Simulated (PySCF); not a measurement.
C2HCl2, SMILES Cl/[C]=C/Cl, doublet, PBE0/def2-SVP optimised geometry.

```
5

Cl     2.14    -1.01     0.00
C      0.47    -1.01     0.00
C     -0.45    -0.06     0.00
Cl    -2.14    -0.42     0.00
H     -0.21     1.01     0.00
```

Density from unrestricted PBE0/def2-TZVP run with PySCF 2.14.0 at that geometry.

Minimum of the electron density along straight lines between bonded atoms, close to the bond critical point (lines longer than 1.1 times the sum of covalent radii, or with two minima, are not listed):

```
bond    length / Å  ρ at the minimum / e bohr⁻³  ∇²ρ there / e bohr⁻⁵  position (fraction from the first atom)
------  ----------  ---------------------------  --------------------  ---------------------------------------
Cl1–C2       1.665                            ?                     ?                                     0.58
C2–C3        1.320                        0.352                 -1.04                                     0.51
C3–Cl4       1.725                        0.207                 -0.33                                     0.42
C3–H5        1.097                        0.277                     ?                                     0.66
```

Question: Fill in the missing entries.

Answer: 
- Cl1–C2, ρ at the minimum / e bohr⁻³: 0.232
- Cl1–C2, ∇²ρ there / e bohr⁻⁵: -0.41
- C3–H5, ∇²ρ there / e bohr⁻⁵: -0.97
